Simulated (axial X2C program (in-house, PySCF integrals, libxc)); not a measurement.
## Estimating the spin–orbit splitting of the π levels of CaBr⁺

Computed with an in-house all-electron X2C program for linear molecules (integrals from PySCF). Spin-free means the one-electron spin-free X2C Hamiltonian; two-component (2c) means X2C with spin–orbit coupling and atomic mean-field two-electron Coulomb and Gaunt terms, so the difference of the two also holds small scalar two-electron terms. Basis: Br dyall-cv3z [8s9p6d4f1g], Ca dyall-cv3z [11s12p6d4f] (cores contracted in-house); Gaussian nuclei, density fitting, unrestricted open shells. Masses: Br 78.918 u, Ca 39.963 u.

Hartree–Fock at 2.471 Å, closed shell. Valence p splittings ε(p3/2) − ε(p1/2) of spherical Dirac–Hartree–Fock atoms with fractionally filled p shells: Br 4p 0.555 eV.

| filled π level (eV), spin-free | Br p share | Ca p share |
| --- | --- | --- |
| -14.79 | 0.85 | 0.04 |

Problem. In first order a p shell splits by 3ζ/2 and a π orbital by ζ. Estimate the splitting of each π level from the shares.

Solution. level -14.79 eV: (2/3) × (0.85 × 0.555) = 0.32 eV.

The two-component Hartree–Fock calculation gives:

```csv
ε(ω = 1/2) (eV),σ share of it,ε(ω = 3/2) (eV),splitting (eV),estimate (eV)
-14.888,0.11,-14.616,0.27,0.32
```

The estimate leaves out the mixing of π1/2 with σ1/2 levels, which pushes the ω = 1/2 spinor up or down, the d and f parts of the orbital, small shares of the strongly split outer-core p shell of a metal, the Gaunt term (absent from the atomic values), and the change of the atomic p orbitals with charge; Löwdin shares depend on the basis.
